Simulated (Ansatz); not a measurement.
Ansatz (an electronic-structure program) input:

Ansatz 0.2 input:
```yaml
crystal:
  periodic: [false, false, false]
  atoms:
    - {symbol: Sn, position_ang: [-0.23674923, -0.10617803, -0.19253129]}
    - {symbol: O, position_ang: [1.32786693, 0.48413179, 1.06256318]}
    - {symbol: H, position_ang: [1.21452635, 1.43584692, 1.12605885]}
basis:
  gaussian:
    orbitals: def2-TZVP
hamiltonian:
  xc: b3lyp
  dispersion: d3bj
total_charge: -1
phonons: {temperatures: {t_min: 298.15, t_max: 298.15, t_step: 100}}
```

Task: Which total energy does the run end on?

Result: -290.24706 Eh (B3LYP-D3(BJ)/def2-TZVP). The basis has 87 functions.
